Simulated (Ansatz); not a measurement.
Born–Oppenheimer molecular dynamics of AsH9OSi2 (13 atoms, charge 0, multiplicity 1). It starts at the highest image of a converged band. Of that band: A vibrational analysis at the climbing image gives 2 clearly imaginary modes (299i, 95i cm⁻¹): a point of higher order, so a lower path passes nearby.

Theory: RKS PBE-D4/def2-SVP in Ansatz 0.2.0.

```
ensemble                      : NVE (velocity Verlet)
time step                     : 0.5 fs
steps asked                   : 200
starting velocities drawn for : 300 K
seed                          : 10603
```

First frame:

```xyz
13
Properties=species:S:1:pos:R:3
Si -0.052 -0.654 0.576
O 1.796 -0.087 0.800
H -0.509 -1.915 -0.105
H 0.013 -1.098 2.033
Si -1.528 1.170 0.595
H 1.928 0.021 -0.240
As 1.060 -0.016 -2.146
H 2.406 -0.748 1.202
H -1.370 2.071 -0.596
H -2.942 0.645 0.630
H -1.288 1.970 1.849
H -0.461 0.175 -2.222
H 0.947 -1.533 -2.376
```

(1) How far do the bonds stretch over the last three quarters of this one trajectory? (Pairs bonded in most of those frames.)

## Answers

(1) 
```csv
bond,mean (Å),spread (Å),shortest,longest
Si1–O2,1.707,0.066,1.62,1.86
Si1–H3,1.512,0.010,1.49,1.53
Si1–H4,1.517,0.018,1.49,1.55
Si1–Si5,2.387,0.014,2.35,2.40
O2–H8,0.975,0.010,0.96,0.99
Si5–H9,1.512,0.061,1.42,1.60
Si5–H10,1.510,0.006,1.50,1.52
Si5–H11,1.515,0.051,1.44,1.59
H6–As7,1.575,0.134,1.34,1.85
As7–H12,1.539,0.015,1.51,1.57
As7–H13,1.546,0.015,1.51,1.58
```

Mean temperature of the second half: 972 K. The conserved energy stayed within 0.25 meV per atom of its start (net change -0.052 meV per atom), so the integration is sound. The kinetic energy rose, since the run started high on the potential surface and went downhill. It ends in pieces (AsH3 + H6OSi2), so much of that is their flight and rotation, not heat. A run of 0.1 ps of so small a system gives no equilibrium averages. The orbitals stay closed-shell, which can raise the energy where a bond breaks towards radicals; this wasn't checked here.

The run took 8 min on 4 threads of Arm Neoverse N1, on a shared host, peak memory 0.21 GiB.
